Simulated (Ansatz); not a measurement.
Geometry optimisation, UKS PBE/6-31G* (Ansatz 0.2.0).

Input:

```yaml
crystal:
  periodic: [false, false, false]
  atoms:
    - { symbol: Si, position_ang: [0.0, 0.0, 0.0] }
    - { symbol: H, position_ang: [0.0, 0.0, 1.71] }
    - { symbol: Si, position_ang: [2.0935, 0.0, -0.7393] }
    - { symbol: H, position_ang: [2.5508, -1.3762, -0.9079] }
    - { symbol: H, position_ang: [2.1573, 0.6939, -2.0222] }
    - { symbol: H, position_ang: [2.951, 0.6823, 0.2255] }
    - { symbol: F, position_ang: [-0.7489, 1.2974, -0.5295] }
    - { symbol: F, position_ang: [-0.7489, -1.2974, -0.5295] }
    - { symbol: H, position_ang: [0.0, 0.0, 2.67] }
magnetization:
  spin_polarized: true
  initial_magnetization: 1
basis:
  gaussian: { orbitals: "6-31G*" }
hamiltonian:
  xc: pbe
relax:
  f_tol: 0.15
  max_steps: 25
  restrain:
    - { distance: [1, 8], at: 1.86, k: 30.0 }
    - { distance: [0, 1], at: 1.46, k: 30.0 }
```

Launched with:

```bash
$ ansatz run input.yaml --threads 2 --pin off --max-ram 3072MiB --backend cpu --events-out ev --progress --plain --runs-dir out
```

Where does it end, and by what steps?

The run converged. The restraints hold the end off the free minimum; the threshold counts their pulls, which the force column leaves out. Restrained pairs: H2–H9 (0.96 → 1.86 Å), Si1–H2 (1.71 → 1.48 Å). After 7 steps the energy has fallen by 0.075 eV (the restraints' own energy left out); H9 moved furthest, 0.68 Å.

```
step  energy less start (eV)  largest force component (eV/Å)  accepted
   0                  0.0000                           1.090       yes
   1                  0.1250                           0.746       yes
   2                  0.1833                           1.960       yes
   3                 -0.0089                           0.704       yes
   4                 -0.0464                           0.609       yes
   5                 -0.0679                           0.546       yes
   6                 -0.0705                           0.593       yes
   7                 -0.0747                           0.639       yes
```

```xyz
9
Properties=species:S:1:pos:R:3
Si -0.027 0.023 0.000
H -0.145 -0.197 1.458
Si 2.164 0.004 -0.830
H 2.764 -1.353 -0.640
H 2.227 0.359 -2.281
H 2.978 0.991 -0.057
F -0.711 1.454 -0.339
F -0.889 -1.125 -0.753
H -0.106 -0.155 3.320
```

Run time: 9.9 s on 2 threads of Intel(R) Xeon(R) 6975P-C (Granite Rapids), with other jobs on the host, peak memory 0.19 GiB.
